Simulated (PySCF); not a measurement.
Sb(F)2(OMe) (CH3F2OSb), SMILES [Sb]([O]C)([F])[F].

Geometry optimised at B3LYP-D3(BJ)/def2-SVP. The def2 effective core potentials stand for the cores of Sb; spin–orbit coupling is left out. The values are those of a single conformer.

These are PBE/def2-TZVP (PySCF) values and carry that method's errors.

The molecule is in vacuum.

Estimate the frontier levels, gap, dipole moment and polarisability. (An estimate is asked for; the answer gives what the named calculation found.)


```yaml
highest_occupied_level: -6.91 eV
lowest_empty_level: -2.25 eV
orbital_gap: 4.66 eV
dipole_moment: 2.14 D
quadrupole, principal values (traceless, Buckingham form, about the centre of nuclear charge): -5.56, -4.95, 10.50 D·Å
mean_static_polarisability: 53.5 bohr³ (7.92 Å³)
polarisability_principal_values: 47.5, 48.4, 64.5 bohr³
```
